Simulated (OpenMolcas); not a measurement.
d8 ions of charge +2 down a group with 4 water ligands in tetrahedral coordination

| Item | Value |
| --- | --- |
| Program | OpenMolcas 26.06 |
| Method | SS-CASPT2, IPEA 0.25 Eh, imaginary shift 0.1 Eh |
| Spin-orbit coupling | RASSI with atomic mean-field integrals over the reference wave functions |

The d shell is active; CASPT2 correlates the ligand valence shells and the outer metal core. Anionic complexes are neutralised by point charges behind the ligands. Distances were set from a Shannon-type radius of the metal (high-spin where two are listed) plus a fixed donor radius (H2O 1.36 Å). Ligand basis ANO-RCC-VDZP, DKH2 Hamiltonian. Energies in cm-1 above the lowest state or level, χT in cm3 K/mol. Spin-only χT is S(S+1) / 2 for the spin of the ground state.

| Ion | Shell | R (Å) | Metal basis | Ground state | First state of that spin | First gap with spin-orbit (degeneracies) | χT at 300 K | First state of another spin | Spin-only χT |
| --- | --- | --- | --- | --- | --- | --- | --- | --- | --- |
| Ni2+ | 3d8 | 1.91 | ANO-RCC-VTZP | 2S+1 = 3 | 530 | 350 (1, 2) | 2.359 | 2S+1 = 1: 11470 | 1.000 |
| Pd2+ | 4d8 | 2 | ANO-RCC-VDZP | 2S+1 = 3 | 1810 | 610 (1, 1) | 1.478 | 2S+1 = 1: 8020 | 1.000 |

The rows also differ in their metal basis, so part of each step comes from that.

Every ion keeps the highest spin of its shell. χT departs most from the spin-only value for Ni2+, by +1.359 cm3 K/mol.

Over all roots computed the reference weight is 0.75 to 0.76 in Ni2+, 0.75 to 0.76 in Pd2+; a low but even weight reflects the number of correlated electrons. An orbital doublet at a regular site is open to a Jahn-Teller distortion, which this geometry leaves out. Ligand-to-metal charge-transfer states are missing. A single d shell leaves out the double-shell effect, which counts most for late 3d ions, where the CASPT2 field can be off either way by tens of per cent (holds for Ni2+). For late 3d ions with one d shell CASPT2 can put B and the spin-flip bands somewhat low as well as high (holds for Ni2+). With one d shell and no ligand orbital active, 10Dq can be off by tens of per cent for divalent 3d ions, low with halides held by bare charges and at times high in hosts, and the orbital part of g and χT goes as 1/10Dq (holds for Ni2+). Free-ion shares, where given, are those of the reference states; single-state CASPT2 does not remix them (holds for Ni2+). Real 4d8 and 5d8 ions are as a rule square planar and diamagnetic (holds for Pd2+). With no ligand orbital active B as a rule stays too high, so bands that hang on it stand too high and its fall with covalency is understated (holds for Pd2+). With one d shell and no ligand orbital active, 10Dq can be off by a tenth or more (holds for Pd2+). No measured value stands beside these numbers; the geometry was imposed, not optimised, and the real ion may take another.

A state without a sure symmetry label is named by its multiplicity alone.
